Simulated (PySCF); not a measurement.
NMR problem set

[PySCF: PBE0/pcSseg-1 with gauge-including orbitals; geometry: PBE0-D3(BJ)/def2-SVP; non-relativistic; rapidly exchanging positions averaged; gas phase; single conformer]

Chemical shifts δ = σref − σ; $^{1}$H, $^{13}$C vs TMS, all at this level. Where no couplings were computed, multiplicities follow the n + 1 count of equivalent neighbours, and m marks all less simple cases (inequivalent or close neighbours, rings, F or P nearby). Shifts are as computed. Against solution values, carbons near 30 ppm lie about +2 ppm off and those near 130 ppm about +5 ppm. Of 1309 compounds with measured shifts, 239 miss one by over three times the rms of a fit or turn the order of signals round; such compounds aren't used in these exercises. OH and NH positions are gas-phase values without hydrogen bonding to other molecules.

**Question.** C₆H₁₂OSi₂. $^{1}$H NMR (300 MHz, computed): δ 5.05 (d, 1H), 5.04 (s, 3H), 1.92 (s, 3H), 0.64 (m, 1H), 0.61 (m, 1H), 0.54 (m, 1H), 0.37 (m, 1H), -0.23 (m, 1H). $^{13}$C{$^{1}$H} NMR (computed): δ 112.7 (C), 82.0 (C), 5.5 (CH3), 2.8 (CH2), 2.0 (CH2), -2.9 (CH). What is it?

**Answer.** `CC#C[Si@H](O[SiH3])C1CC1`. The formula gives 3 degrees of unsaturation (1 ring in the answer). 6 carbon signals for 6 carbons: no two carbons are equivalent. Carbon types of the structure: 2 × C, 1 × CH, 2 × CH2, 1 × CH3, leaving 4 H on heteroatoms. δC 112.7, 82.0: alkyne carbon. δC 5.5: propargylic methyl carbon; saturated and bonded to C and H only. δC 2.8, 2.0, -2.9: three-membered-ring carbon; carbons of three-membered rings are unusually shielded. δH 0.64, 0.61, 0.54, 0.37, -0.23: hydrogen on a three-membered-ring carbon; cyclopropane-type protons are shielded by the ring.

This is the structure that produced the data.

**Question.** C₆H₁₂OSi₂. $^{1}$H NMR (300 MHz, computed): δ 7.31 (m, 2H), 7.14 (m, 2H), 4.46 (m, 1H), 4.40 (m, 1H), 1.20 (t, 3H), 0.88 (br s, 1H), 0.57 (q, 2H). $^{13}$C{$^{1}$H} NMR (computed): δ 160.9 (CH), 154.3 (CH), 10.1 (CH2), 7.8 (CH3). Give a structure.

**Answer.** `CC[Si]1(O)C=C[SiH2]C=C1`. The formula gives 3 degrees of unsaturation (1 ring in the answer). 4 carbon signals for 6 carbons: some carbons are equivalent by symmetry or fast rotation. Carbon types of the structure: 4 × CH, 1 × CH2, 1 × CH3, leaving 3 H on heteroatoms. δC 160.9, 154.3: alkene CH; the olefinic region. δH 7.31, 7.14: hydrogen on an alkene CH; olefinic region. δH 0.88: hydrogen on an oxygen bonded to Si; labile proton, position sensitive to the medium. δH 0.57: hydrogen on an sp3 CH2 bonded to Si; an electropositive neighbour shields it, as in TMS itself.

This is the structure that produced the data.
